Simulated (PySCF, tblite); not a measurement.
Isomers of C10H10O, one GFN2-xTB conformer each. Single-point energies are computed at PBE0/pcSseg-1 (PySCF, gas phase, no added dispersion term), electronic only.

| SMILES | GFN2-xTB relative energy (kcal/mol) |
| --- | --- |
| O=Cc1ccc2c(c1)CCC2 | 0.0 |
| C=C[C@H]1OCc2ccccc21 | 19.1 |

Conformers: `[O:1]=[CH:2][c:3]1[cH:4][cH:5][c:6]2[c:7]([cH:8]1)[CH2:9][CH2:10][CH2:11]2` with O1–C2–C3–C4 0°, C6–C7–C9–C10 17°, C7–C9–C10–C11 -26°, C9–C10–C11–C6 26°, C5–C6–C11–C10 165°; `[CH2:1]=[CH:2][C@H:3]1[O:4][CH2:5][c:6]2[cH:7][cH:8][cH:9][cH:10][c:11]21` with C1–C2–C3–O4 139°.

**Question.** What does PBE0/pcSseg-1 give for the same structures?

**Answer.** 
| SMILES | PBE0/pcSseg-1 E (Eh) | PBE0/pcSseg-1 (kcal/mol) | GFN2-xTB (kcal/mol) | point group |
| --- | --- | --- | --- | --- |
| O=Cc1ccc2c(c1)CCC2 | -461.71706 | 0.0 | 0.0 | C1 |
| C=C[C@H]1OCc2ccccc21 | -461.67218 | 28.2 | 19.1 | C1 |

Both levels put the same isomer lowest. As drawn, the lower has a C=O bond, which the higher lacks; the higher has a C=C bond outside aromatic rings, which the lower lacks.

**Question.** Which frontier levels, dipoles and rotational constants go with these structures?

**Answer.** 
| SMILES | HOMO (eV, PBE0/pcSseg-1) | LUMO (eV) | dipole (D) | A, B, C (MHz) |
| --- | --- | --- | --- | --- |
| O=Cc1ccc2c(c1)CCC2 | -7.18 | -1.68 | 4.35 | 3208, 681.2, 570.2 |
| C=C[C@H]1OCc2ccccc21 | -6.90 | -0.51 | 1.68 | 1941, 984.6, 696.0 |

**Question.** What happens when harmonic zero-point energies from GFN2-xTB frequencies are added?

**Answer.** 
```json
{"SMILES": "O=Cc1ccc2c(c1)CCC2", "ZPE (kcal/mol)": "106.1", "electronic (kcal/mol)": "0.0", "with ZPE (kcal/mol)": "0.0"}
{"SMILES": "C=C[C@H]1OCc2ccccc21", "ZPE (kcal/mol)": "105.0", "electronic (kcal/mol)": "28.2", "with ZPE (kcal/mol)": "27.1"}
```

The zero-point energies span 1.1 kcal/mol. The order is unchanged.
